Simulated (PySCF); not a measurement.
**A small calculation by hand: dipole moment from atomic charges**

F₅Si₂, SMILES F[Si](F)[Si](F)(F)F, multiplicity 2. Atoms are numbered in the order given.

```xyz
7

F      1.9931     0.2445     1.3039
Si     1.3538    -0.4818     0.0000
F      1.9931     0.2445    -1.3039
Si    -0.9615     0.0086     0.0000
F     -1.3389     1.5707     0.0000
F     -1.6287    -0.6618    -1.2996
F     -1.6287    -0.6618     1.2996
```
Charge 0, spin multiplicity 2.

Coordinates come from a B3LYP-D3(BJ)/def2-SVP optimisation. The isomer is the one that the SMILES or the coordinates give; other isomers of the formula were not compared. Other conformers were not sampled.

Charges (e) from PySCF with M06-2X/def2-TZVP:

```tsv
atom	ESP fit	Mulliken
F1	-0.199	-0.303
Si2	0.406	0.600
F3	-0.199	-0.303
Si4	0.644	0.902
F5	-0.203	-0.295
F6	-0.225	-0.300
F7	-0.225	-0.300
```

The dipole moment of the full density is 1.60 D.

Q: What dipole moment does each set of point charges give, and which comes closer to that of the density?

A: 
μ = Σ q r, and 1 e Å = 4.8032 D.
ESP fit: Σ q r = (0.142, -0.308, 0.000) e Å, |μ| = 1.63 D.
Mulliken: Σ q r = (0.109, -0.496, 0.000) e Å, |μ| = 2.44 D.
ESP fit comes closer in size. Point charges leave out the atoms' own dipoles (lone pairs, polarised bonds); fits to the potential absorb them, partitions of the density don't.
